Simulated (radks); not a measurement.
The numbers below are computed, except where a source is named.
Question: These are the eigenvalues of the occupied orbitals of an atom or ion with whole-number occupations (eV). Level of theory: Dirac Kohn-Sham, PBE, spin-unpolarised, spherical densities, finite nucleus; Fermi nuclear charge, rms radius of each element as measured or else 0.836 A^(1/3) + 0.57 fm (a radial shooting solver on a logarithmic mesh with Libxc functionals).

| orbital | eigenvalue |
|---|---|
| 1s1/2 | -80662.74 |
| 2s1/2 | -14265.40 |
| 2p1/2 | -13686.05 |
| 2p3/2 | -11850.58 |
| 3s1/2 | -3407.140 |
| 3p1/2 | -3145.668 |
| 3p3/2 | -2740.626 |
| 3d3/2 | -2304.987 |
| 3d5/2 | -2217.923 |
| 4s1/2 | -780.8240 |
| 4p1/2 | -669.1067 |
| 4p3/2 | -571.9697 |
| 4d3/2 | -388.8207 |
| 4d5/2 | -370.7253 |
| 5s1/2 | -160.1176 |
| 4f5/2 | -135.8499 |
| 4f7/2 | -132.0316 |
| 5p1/2 | -123.5362 |
| 5p3/2 | -106.5340 |
| 5d3/2 | -56.1410 |
| 5d5/2 | -54.1433 |

Which element is it, and in what charge state? The configuration may be excited. Open shells, if any, are shared by 2j + 1.

Answer: Z = 79, gold, charge +4: Au4+ in [Xe] 4f14 5d7. The list shows which subshells hold electrons but not how many an open one holds; the 1s level, -2964.3 hartree, gives Z - s = 77.0 by -(Z - s)^2/2, which with screening and relativity narrows Z to a few neighbours, and the depths of the outer levels then fix element, charge and occupations together.
